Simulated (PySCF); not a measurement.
## Two-component Hartree-Fock for Pm³⁷⁺ (promethium, charge +37)

Start: [Ar] 3d6; 3d3/2 filled at m_j = -3/2, -1/2, +1/2, +3/2; 3d5/2 filled at m_j = +3/2, +5/2. Calculated with PySCF 2.14 in an uncontracted even-tempered set (16 s from 7.3 bohr⁻², ratio 2.8; 12 p from 9.5 bohr⁻², ratio 2.8; 8 d from 9.5 bohr⁻², ratio 2.8; 3 f from 34 bohr⁻², ratio 3): generalised Hartree-Fock with the X2C-1e Hamiltonian and a Gaussian nucleus; one run each with spin-orbit coupling (SO) switched off, then screened by Boettger's factors.

```json
{"spinor shell": "1s1/2", "electrons": "2", "ε, spin-free (eV)": "-47204.6", "ε, screened SO (eV)": "-47195.5", "weight of nominal j (screened SO)": "1.000", "rms radius, screened SO (bohr)": "0.0264"}
{"spinor shell": "2s1/2", "electrons": "2", "ε, spin-free (eV)": "-9242.7", "ε, screened SO (eV)": "-9239.0", "weight of nominal j (screened SO)": "1.000", "rms radius, screened SO (bohr)": "0.107"}
{"spinor shell": "2p1/2", "electrons": "2", "ε, spin-free (eV)": "-8443.3", "ε, screened SO (eV)": "-8845.3", "weight of nominal j (screened SO)": "1.000", "rms radius, screened SO (bohr)": "0.0914"}
{"spinor shell": "2p3/2", "electrons": "4", "ε, spin-free (eV)": "-8443.3", "ε, screened SO (eV)": "-8265.4", "weight of nominal j (screened SO)": "1.000", "rms radius, screened SO (bohr)": "0.0972"}
{"spinor shell": "3s1/2", "electrons": "2", "ε, spin-free (eV)": "-3234.4", "ε, screened SO (eV)": "-3233.3", "weight of nominal j (screened SO)": "1.000", "rms radius, screened SO (bohr)": "0.267"}
{"spinor shell": "3p1/2", "electrons": "2", "ε, spin-free (eV)": "-2974.8", "ε, screened SO (eV)": "-3075.1", "weight of nominal j (screened SO)": "0.995", "rms radius, screened SO (bohr)": "0.257"}
{"spinor shell": "3p3/2", "electrons": "4", "ε, spin-free (eV)": "-2974.8", "ε, screened SO (eV)": "-2929.6", "weight of nominal j (screened SO)": "0.997", "rms radius, screened SO (bohr)": "0.269"}
{"spinor shell": "3d3/2", "electrons": "4", "ε, spin-free (eV)": "-2674.1", "ε, screened SO (eV)": "-2686.1", "weight of nominal j (screened SO)": "0.936", "rms radius, screened SO (bohr)": "0.236"}
{"spinor shell": "3d5/2", "electrons": "2", "ε, spin-free (eV)": "-2674.1", "ε, screened SO (eV)": "-2657.3", "weight of nominal j (screened SO)": "0.932", "rms radius, screened SO (bohr)": "0.238"}
```

| quantity | spin-free | screened SO |
| --- | --- | --- |
| E (hartree) | -9052.31294 | -9058.62619 |
| M_J | 4 | 4 |
| ⟨J²⟩ | 20.000 | 20.023 |
| ⟨L²⟩ | 6.000 | 10.551 |
| ⟨S²⟩ | 6.000 | 3.677 |

Each row is a mean over spinors that exchange with the open shell spreads, by up to 35.895 eV (3p3/2).

Breit and QED terms are absent; they matter most for the inner s and p1/2 levels.

Densities and radii are taken from the X2C orbitals without a picture-change correction, which distorts them close to the nucleus.

Without spin-orbit coupling the j labels of p, d and f shells carry no meaning; the spin-free column gives the mean over the occupied spinors of each nl shell.
